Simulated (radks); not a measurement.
The numbers below are computed, except where a source is named.
Valence configurations of P I (all share [Ne]). Code: a radial shooting solver on a logarithmic mesh with Libxc functionals. Model: non-relativistic Kohn-Sham, PBE, spin-polarised, spherical densities, point nucleus; open shells are filled with parallel spins first. Energies are relative to 3s2 3p3; eigenvalues in eV for spin up.

valence      E (eV)  moment (Bohr magnetons)   e(3p)    e(3s)
3s2 3p3       0.000                        3  -6.294  -14.729
3p5          18.682                        1  -6.969        -
3s1 3p4       8.271                        3  -7.005  -15.671
3s0.5 3p4.5  13.697                        2  -7.040  -15.724
3s1.5 3p3.5   4.133                        3  -6.651  -15.204

NIST lists [Ne] 3s2 3p3 as the ground configuration; this level of theory agrees among the configurations tried. The energies are those of spherical high-spin densities, not of single terms.
